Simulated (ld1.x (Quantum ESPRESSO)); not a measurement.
# C: RRKJ pseudisation with PBE, non-relativistic reference atom.

Input for ld1.x (Quantum ESPRESSO) 7.5:

```
&input
   title='C', zed=6., rel=0, dft='PBE', iswitch=3,
   config='[He] 2s1 2p3 3d-2',
   nld=3, rlderiv=3.25, eminld=-3.0, emaxld=5.0, deld=0.02
 /
 &inputp
   pseudotype=2, tm=.false., lloc=-1, rcloc=2.55,
   nlcc=.false.,
   file_pseudopw='C.UPF', file_wfcaegen='ae.wfc', file_wfcncgen='nc.wfc', file_beta='beta', file_chi='chi'
 /
3
2S  1  0   1.00   0.00  1.10  1.10  0.0
2P  2  1   3.00   0.00  3.00  3.00  0.0
3D  3  2  -2.00  -0.15  2.30  2.30  0.0
 &test
   configts(1)='2s1 2p3'
 /
```

Command:

```bash
ld1.x < C.in > C.out
```

The program printed (shortened: banner, matrices, multipoles, cross overlaps and the repeated all-electron block are left out):

```
Program LD1 v.7.5
     --------------------------- All-electron run ----------------------------

     C

     atomic number is  6.00
     dft =PBE   lsd =0 sic =0 latt =0  beta=0.20 tr2=1.0E-14
     Exchange-correlation= PBE
                           (   1   4   3   4   0   0   0)
     mesh =1073 r(mesh) = 100.30751 a.u. xmin = -7.00 dx = 0.01250
     1 Ry =  13.60569312 eV

     n l     nl                  e(Ry)          e(Ha)          e(eV)
     1 0     1S 1( 2.00)       -20.1546       -10.0773      -274.2179
     2 0     2S 1( 1.00)        -1.0427        -0.5214       -14.1872
     2 1     2P 1( 3.00)        -0.4199        -0.2100        -5.7136

     final scf error:  3.3E-15 reached in  20 iterations

     Etot =     -74.874839 Ry,     -37.437420 Ha,   -1018.724085 eV

     Ekin =      74.614696 Ry,      37.307348 Ha,    1015.184655 eV
     Encl =    -174.527334 Ry,     -87.263667 Ha,   -2374.565342 eV
     Eh   =      35.075260 Ry,      17.537630 Ha,     477.223219 eV
     Exc  =     -10.037461 Ry,      -5.018731 Ha,    -136.566617 eV

     normalization and overlap integrals

     s(1S/1S) =  1.000000  <r> =   0.2706  <r2> =    0.0993  r(max) =   0.1730
     s(2S/2S) =  1.000000  <r> =   1.5663  <r2> =    2.9679  r(max) =   1.2162
     s(2P/2P) =  1.000000  <r> =   1.7751  <r2> =    4.1232  r(max) =   1.2011

     ------------------------ End of All-electron run ------------------------

     --------------------- Generating NC pseudopotential ---------------------

      Generating local potential from pseudized AE potential:
      Matching radius rcloc =   2.5500

      Local pseudo, rcloc= 2.543 Estimated cut-off energy=     3.80 Ry

      Wfc   2S  rcut= 1.087  Estimated cut-off energy=      103.52 Ry
      This function has    0 nodes for 0 < r <    1.087

      Wfc   2P  rcut= 3.029  Estimated cut-off energy=       19.65 Ry
      This function has    0 nodes for 0 < r <    3.029

      Wfc   3D  rcut= 2.301  Estimated cut-off energy=       41.64 Ry
      This function has    0 nodes for 0 < r <    2.301

     ------------------- End of pseudopotential generation -------------------

     Computing logarithmic derivative in   3.24466
     Computing logarithmic derivative in   3.24466
     Computing the partial wave expansion
     R is outside the sphere for l=    0 j= 0.00
     R is outside the sphere for l=    1 j= 0.00
     R is outside the sphere for l=    2 j= 0.00

     ---------------------- Testing the pseudopotential ----------------------

     C

     atomic number is  6.00   valence charge is  4.00
     dft =PBE   lsd =0 sic =0 latt =0  beta=0.20 tr2=1.0E-14
     mesh =1073 r(mesh) = 100.30751 xmin = -7.00 dx = 0.01250

     n l     nl             e AE (Ry)        e PS (Ry)    De AE-PS (Ry)
     1 0     2S   1( 1.00)       -1.04274       -1.04274        0.00000
     2 1     2P   1( 3.00)       -0.41995       -0.41995        0.00000

     eps = 8.2E-17  iter =  1

     Etot =     -74.874839 Ry,     -37.437420 Ha,   -1018.724085 eV
     Etotps =    -9.654515 Ry,      -4.827257 Ha,    -131.356365 eV

     Ekin =       6.216412 Ry,       3.108206 Ha,      84.578588 eV
     Encl =     -18.316545 Ry,      -9.158272 Ha,    -249.209289 eV
     Ehrt =       8.125486 Ry,       4.062743 Ha,     110.552867 eV
     Ecxc =      -2.667807 Ry,      -1.333903 Ha,     -36.297362 eV
     Epseu=      -3.012060 Ry,      -1.506030 Ha,     -40.981169 eV

     ---------------------- End of pseudopotential test ----------------------
```

Generation and configuration tests took about 2.7 s on one core of a shared server CPU.
